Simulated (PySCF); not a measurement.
**Computed structure and properties of [Yb(H2O)2]2+**

System: [Yb(H2O)2]2+ (singlet); start: displaced along the imaginary mode (C1). Method: PySCF 2.14.0, RKS PBE0, Yb def2-SVP with ECP28, O def2-SVP, H def2-SVP; non-relativistic Hamiltonian with scalar-relativistic core potentials where named; density fitting; no spin-orbit coupling.

Input of the relaxation:

```python
mol = gto.M(atom='''
Yb    -0.03748     0.01448    -0.00000
O      0.17521    -0.06808     2.33279
H      0.77147     0.44779     2.90947
H     -0.31073    -0.63442     2.96321
O      0.17484    -0.06713    -2.33279
H      0.76754    -0.62423    -2.87565
H     -0.31467     0.45797    -2.99703''',
    basis={'Yb': 'def2-SVP', 'O': 'def2-SVP', 'H': 'def2-SVP'},
    ecp={'Yb': 'def2-SVP'},
    charge=2, spin=0)
mf = dft.RKS(mol, xc='PBE0')
mf.grids.atom_grid = (50, 194)  # f atoms: unpruned, at least (60, 302)
mf = mf.density_fit()  # fitting sets: Yb def2-universal-JKFIT, O def2-universal-JKFIT, H def2-universal-JKFIT
mf.conv_tol = 1e-08; mf.max_cycle = 55
mf.kernel(dm0)  # dm0: converged density of the start geometry
# quasi-Newton relaxation in Cartesian coordinates to a largest gradient under 0.00045 Eh/bohr, steps kept in the point group
```

Run from Python with OMP_NUM_THREADS=2; the lines above give its settings. Where DIIS fails, smearing, a level shift and second-order steps follow.
It took 2.2 min on 2 threads of Arm Neoverse V1, on a shared host, from the converged density of the start.

Course of the relaxation:

| step | energy above end (eV) | largest force component within the symmetry (eV/Å) |
| --- | --- | --- |
| 0 | 0.0882 | 0.121 |
| 1 | 0.0866 | 0.057 |
| 2 | 0.0862 | 0.132 |
| 3 | 0.0841 | 0.121 |
| 4 | 0.0821 | 0.073 |
| 5 | 0.0763 | 0.327 |
| 6 | 0.0743 | 1.040 |
| 7 | 0.0574 | 0.753 |
| 16 | 0.0015 | 0.227 |
| 17 | 0.0007 | 0.122 |
| 18 | 0.0003 | 0.064 |
| 19 | 0.0002 | 0.031 |
| 20 | 0.0001 | 0.025 |
| 21 | 0.0000 | 0.018 |
(The steps between are left out.)

Relaxed geometry (C1):

```xyz
7

Yb   -1.0290    0.3773    0.0115
O     0.1827   -0.1003    1.9104
H     0.9899    0.3422    2.2322
H    -0.0056   -0.7667    2.5968
O     0.1588   -0.0338   -1.9136
H     0.8997   -0.6534   -2.0419
H     0.0296    0.3611   -2.7955
```

| contact | Å |
| --- | --- |
| Yb1–O2 (H2O) | 2.303 |
| Yb1–O5 (H2O) | 2.299 |

On the finer grid (75, 302):

| Quantity | Value |
| --- | --- |
| HOMO | -16.86 eV |
| LUMO | -10.98 eV |
| Dipole about the centre of mass | 2.50 D |
| Set of Mulliken populations of Yb1 outside the core potential | s 4.10, p 12.10, d 10.22, f 14.00 |
| D3(BJ) dispersion energy (not in the energies) | -0.076 eV |

```tsv
atom	Mulliken (e)	Löwdin (e)	spin (e)
Yb1	1.57	1.27	0.00
O2	-0.33	0.04	0.00
H3	0.27	0.16	0.00
H4	0.27	0.16	0.00
O5	-0.33	0.04	0.00
H6	0.27	0.16	0.00
H7	0.27	0.16	0.00
```

On the grid (50, 194), as all that follows. Harmonic modes: 1 unstable but soft, so probably a saddle point, though modes this soft are near the noise (counted below −25 cm⁻¹); lowest -39 cm⁻¹ (negative: unstable), highest 3797 cm⁻¹, zero-point energy 1.330 eV.

Taking off one H2O (charge 0, singlet; the rest: singlet) in vacuum, both parts rigid, costs 2.44 eV; the small basis without counterpoise inflates it. Parting with an electron moved from the ligand to the metal can be far cheaper, even downhill.

Rigid scan of H2O along the line from its metal:

distance to O2 (Å), energy (eV) and a bar:
```
     2.00      0.507 ##############################
     2.10      0.190 ###########
     2.20      0.041 ##
     2.30      0.000 
     2.40      0.029 ##
     2.50      0.101 ######
     2.70      0.312 ##################
```

One start shape was tried, so this needn't be the lowest isomer.
